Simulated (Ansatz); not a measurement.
Mulliken charges of `[OH][Mo]([OH])([OH])([OH])=[S]` from B3LYP/def2-TZVPP in Ansatz (PBE0-D4/def2-TZVP geometry).

```csv
atom,x (Å),y (Å),z (Å),charge (e)
O1,-1.222,-0.534,-1.407,-0.451
Mo2,-0.397,0.522,-0.121,1.355
O3,0.696,-1.174,0.073,-0.598
O4,-0.816,0.250,1.683,-0.455
O5,1.246,1.327,-0.522,-0.455
S6,-1.550,2.270,-0.346,-0.196
H7,-0.776,-1.396,-1.411,0.232
H8,1.427,-1.370,0.660,0.170
H9,-0.456,-0.597,1.974,0.200
H10,1.931,0.650,-0.579,0.200
```

Q: By hand: the dipole of these point charges (1 e Å = 4.8032 D).

A: Σ q r = (0.063, -0.058, 0.030) e Å, of length 0.091 e Å = 0.44 D.

Q: How does the dipole of the full density compare? (Estimate.)

A: Computed: (0.445, -0.467, 0.188) e Å, 3.23 D; the point charges give 0.14 times that, at 5° from its direction.

Point charges leave out the atoms' own dipoles, such as those of lone pairs, and Mulliken's split depends on the basis, so the two needn't agree.

B3LYP here is the variant with VWN-RPA as its local correlation; programs differ in this.
